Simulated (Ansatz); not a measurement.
Relaxation of F5H3OW (10 atoms, charge 0, multiplicity 1), to a largest force component of 0.03 eV/Å in at most 50 steps.

Level of theory: RKS B3LYP/def2-SVP (Ansatz).

```xyz
10
Properties=species:S:1:pos:R:3:forces:R:3
W 0.324 0.307 -0.303 0.68 0.62 0.50
H -0.286 -0.351 2.492 -1.16 -1.21 -0.20
F 1.970 0.015 -1.138 0.01 0.03 0.06
F 0.139 1.957 -1.146 0.01 0.01 0.00
F -1.337 0.557 0.474 -0.03 0.01 0.01
F 0.365 -1.398 0.428 0.01 -0.04 -0.01
F -0.412 -0.424 -1.845 -0.01 -0.02 -0.01
O 1.292 1.110 1.122 -0.35 -0.37 -1.26
H 2.182 1.475 1.236 -0.04 0.01 0.04
H 0.170 0.128 2.769 0.89 0.96 0.87
```

**Question.** Where does it end, and by what steps?

**Answer.** It converged. The force dipped under the threshold on the way, but the program's further checks kept it going. After 37 steps the energy has fallen by 0.360 eV; F5 moved furthest, 1.22 Å.

```
step  energy less start (eV)  largest force component (eV/Å)  accepted
   0                  0.0000                           1.258       yes
   2                 -0.2536                           0.220       yes
   4                 -0.3067                           0.321       yes
   6                 -0.3260                           0.432       yes
   8                 -0.3333                           0.076       yes
  10                 -0.3348                           0.076       yes
  12                 -0.3357                           0.094       yes
  14                 -0.3373                           0.037       yes
  16                 -0.3396                           0.157       yes
  18                 -0.3432                           0.186       yes
  20                 -0.3473                           0.154       yes
  22                 -0.3502                           0.096       yes
  24                 -0.3523                           0.151       yes
  26                 -0.3544                           0.125       yes
  28                 -0.3557                           0.129       yes
  30                 -0.3569                           0.086       yes
  32                 -0.3581                           0.070       yes
  34                 -0.3588                           0.045       yes
  36                 -0.3596                           0.022       yes
  37                 -0.3597                           0.018       yes
```

```xyz
10
Properties=species:S:1:pos:R:3
W 0.347 0.462 -0.585
H 0.221 -0.783 3.007
F 1.912 -0.509 -0.859
F 0.967 1.780 -1.743
F -1.271 1.370 -0.428
F -0.330 -0.923 0.465
F -0.369 -0.419 -2.057
O 1.046 1.301 0.890
H 1.393 1.660 1.713
H 0.491 -0.563 3.684
```

Whether the end is a true minimum wasn't checked by a vibrational analysis.

The run took 96 s on 4 threads of Arm Neoverse V2, with other jobs on the host, peak memory 0.35 GiB.
